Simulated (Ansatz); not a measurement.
Reaction (ligand exchange at the Si–C bond): `C[Si](O)([SiH3])Cl` + H₂S → `O[Si]([SiH3])(S)Cl` + CH₄

Gas-phase electronic energies from Ansatz, PBE0-D4/def2-TZVP geometries. CBS: MP2 limit from def2 TZ/QZ plus the TZ coupled-cluster correction, frozen cores. This one scheme is used for every species. Functionals use def2-TZVPP. B3LYP here is the variant with VWN-RPA as its local correlation; programs differ in this. HSE06 is defined as in plane-wave codes. Each species was taken in one conformer, which may not be the lowest.

| level | ΔE (kcal/mol) | difference from CCSD(T)/CBS |
| --- | --- | --- |
| LDA (SPW92) | -15.5 | 0.0 |
| PBE-D4 | -16.7 | -1.2 |
| revPBE-D4 | -16.9 | -1.4 |
| BLYP-D4 | -16.5 | -1.0 |
| r2SCAN-D4 | -16.6 | -1.1 |
| B97M-V | -16.5 | -1.0 |
| PBE0-D4 | -16.2 | -0.7 |
| B3LYP-D4 | -16.1 | -0.6 |
| r2SCANh-D4 | -16.4 | -0.9 |
| HSE06-D4 | -16.3 | -0.8 |
| BHLYP-D4 | -16.0 | -0.5 |
| CAM-B3LYP-D4 | -15.0 | 0.5 |
| ωB97X-V | -15.1 | 0.4 |
| ωB97M-V | -15.2 | 0.3 |
| B2PLYP | -15.6 | -0.1 |
| PBE-QIDH | -15.9 | -0.4 |
| PBE | -16.3 | -0.8 |
| revPBE | -16.3 | -0.8 |
| BLYP | -15.6 | -0.1 |
| r2SCAN | -16.5 | -1.0 |
| B3LYP | -15.4 | 0.1 |
| r2SCANh | -16.4 | -0.9 |
| r2SCAN0 | -16.1 | -0.6 |
| BHLYP | -15.0 | 0.5 |
| CAM-B3LYP | -14.6 | 0.9 |
| LC-ωPBE | -14.7 | 0.8 |
| RPA@PBE/def2-TZVPP | -13.8 | 1.7 |
| HF/def2-SVP | -13.9 | 1.6 |
| MP2/def2-SVP | -15.2 | 0.3 |
| CCSD(T)/def2-SVP | -14.2 | 1.3 |
| HF/def2-TZVPP | -14.5 | 1.0 |
| MP2/def2-TZVPP | -16.0 | -0.5 |
| SCS-MP2/def2-TZVPP | -15.4 | 0.1 |
| CCSD/def2-TZVPP | -14.2 | 1.3 |
| CCSD(T)/def2-TZVPP | -14.7 | 0.8 |
| HF/def2-QZVPP | -14.4 | 1.1 |
| SCS-MP2/def2-QZVPP | -15.8 | -0.3 |
| HF/CBS(def2) | -14.3 | 1.2 |
| MP2/CBS(def2) | -16.9 | -1.4 |
| CCSD/CBS(def2) | -15.0 | 0.5 |
| CCSD(T)/CBS | -15.5 | 0 |

Largest T1 diagnostic among the species: 0.012.

At CCSD(T), def2-SVP lies +1.3 kcal/mol from the extrapolated value and def2-TZVPP +0.8 kcal/mol. Leaving LDA and LC-ωPBE aside and taking each functional with its dispersion term where it has one, the values spread over 1.9 kcal/mol, from revPBE-D4 to CAM-B3LYP-D4. LDA lies +0.7 kcal/mol from PBE without D4.
